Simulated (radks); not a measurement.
Ag I, 47 electrons, occupied as [Kr] 4d10 6s1 (not the ground configuration).

Method: Dirac Kohn-Sham, PBE, spin-unpolarised, spherical densities, finite nucleus; Fermi nuclear charge, rms radius 4.5454 fm; computed with a radial shooting solver on a logarithmic mesh with Libxc functionals.

Energy parts (hartree):
total: -5316.93670
kinetic: 5564.07512
electron-nucleus: -12886.67328
Hartree: 2154.99461
exchange-correlation: -149.33316

Orbitals (lengths in bohr, moments of r in powers of bohr):
1s1/2: occ. 2; eigenvalue (hartree) -930.4523; <r> 0.03111; small-component weight 2.96e-02
2s1/2: occ. 2; eigenvalue (hartree) -137.1012; <r> 0.1345; small-component weight 6.21e-03
2p1/2: occ. 2; eigenvalue (hartree) -127.4199; <r> 0.1141; small-component weight 6.22e-03
2p3/2: occ. 4; eigenvalue (hartree) -120.9767; <r> 0.1192; small-component weight 5.97e-03
3s1/2: occ. 2; eigenvalue (hartree) -25.27158; <r> 0.3683; small-component weight 1.75e-03
3p1/2: occ. 2; eigenvalue (hartree) -21.41998; <r> 0.3600; small-component weight 1.69e-03
3p3/2: occ. 4; eigenvalue (hartree) -20.28294; <r> 0.3709; small-component weight 1.62e-03
3d3/2: occ. 4; eigenvalue (hartree) -13.46465; <r> 0.3437; small-component weight 1.51e-03
3d5/2: occ. 6; eigenvalue (hartree) -13.23569; <r> 0.3472; small-component weight 1.49e-03
4s1/2: occ. 2; eigenvalue (hartree) -3.66060; <r> 0.9126; small-component weight 4.40e-04
4p1/2: occ. 2; eigenvalue (hartree) -2.45073; <r> 0.9803; small-component weight 3.82e-04
4p3/2: occ. 4; eigenvalue (hartree) -2.26427; <r> 1.012; small-component weight 3.62e-04
4d3/2: occ. 4; eigenvalue (hartree) -0.45515; <r> 1.377; small-component weight 2.11e-04
4d5/2: occ. 6; eigenvalue (hartree) -0.43437; <r> 1.399; small-component weight 2.05e-04
6s1/2: occ. 1; eigenvalue (hartree) -0.05367; <r> 8.631; small-component weight 5.54e-06

The highest occupied level is 6s1/2 at -1.460 eV. Summed over all electrons, <r^2> = 118.3 bohr^2, which gives a Langevin (diamagnetic) susceptibility term of -93.7 x 10^-6 cm^3/mol. The density falls to 0.001 e/bohr^3 at r = 3.60 bohr. The electron density at the nucleus is 1.457e+05 e/bohr^3.
